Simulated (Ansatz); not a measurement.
GeH$_{4}$O$_{3}$ (`[OH][GeH]([OH])[OH]`). Charge 0, multiplicity 1. Correlated methods include outer-core shells of Ge, which these sets cover unevenly. Scalar relativity is left out up to krypton.

Cartesian coordinates in Å:
```
O -0.3625 -0.4222 -1.6170
Ge -0.3574 -0.2786 0.1417
O -0.1413 1.4093 0.6349
O 1.0602 -1.0704 0.8229
H 0.5152 -0.3287 -1.9963
H -1.6653 -0.9035 0.6198
H -0.6789 2.0262 0.1331
H 1.6301 -0.4321 1.2609
```

(1) Give the diagnostics of a CCSD(T)/def2-TZVPP run (frozen core, Ansatz 0.2.0). (Best estimate.)

## Answers

(1) The calculation gave: T1 = 0.0119, largest single amplitude 0.018, largest double 0.018, (T) share of the correlation energy 3.4 %, 9 CCSD cycles. The RHF solution is stable towards an unrestricted one. T1 lies under the customary mark of 0.02 for closed shells.
